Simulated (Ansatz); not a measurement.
Reaction (ligand exchange at a Mg–S bond): `C[S][Mg][Cl]` + H–F → `[F][Mg][Cl]` + CH₃SH

Gas-phase electronic energies from Ansatz, PBE0-D4/def2-TZVP geometries. CCSD(T)/CBS is the MP2 limit (def2-TZVPP, def2-QZVPP) plus CCSD(T) − MP2 in def2-TZVPP, frozen cores. This one scheme is used for every species. DFT in def2-TZVPP. For Mg outer-core shells are correlated without core-valence functions, which leaves a few kJ/mol of doubt a bond. Each species was taken in one conformer, which may not be the lowest.

```
             level  ΔE (kJ/mol)  difference from CCSD(T)/CBS
         revPBE-D4        -59.5                          0.6
           BLYP-D4        -70.0                         -9.9
           PBE0-D4        -55.7                          4.4
           ωB97X-V        -67.9                         -7.8
           ωB97M-V        -64.9                         -4.8
               PBE        -61.7                         -1.6
           r2SCAN0        -61.6                         -1.5
             BHLYP        -69.4                         -9.3
           LC-ωPBE        -70.8                        -10.7
RPA@PBE/def2-TZVPP        -61.8                         -1.7
     CCSD/def2-SVP        -80.5                        -20.4
     HF/def2-TZVPP        -67.0                         -6.9
SCS-MP2/def2-TZVPP        -65.0                         -4.9
   CCSD/def2-TZVPP        -62.6                         -2.5
SCS-MP2/def2-QZVPP        -66.7                         -6.6
    CCSD/CBS(def2)        -62.6                         -2.5
       CCSD(T)/CBS        -60.1                            0
```

Largest T1 diagnostic among the species: 0.010.

Leaving LDA and LC-ωPBE aside and taking each functional with its dispersion term where it has one, the values, not all of them listed here, spread over 17.2 kJ/mol, from CAM-B3LYP-D4 to HSE06-D4. LDA lies +5.2 kJ/mol from PBE without D4. From BLYP to BHLYP (50 % exact exchange), in def2-TZVPP and without D4, ΔE moves by +5.7 kJ/mol. In def2-TZVPP, CCSD(T) changes the Hartree–Fock value by +6.9 kJ/mol (the triples alone add +2.5 kJ/mol) and MP2 by +7.2 kJ/mol.
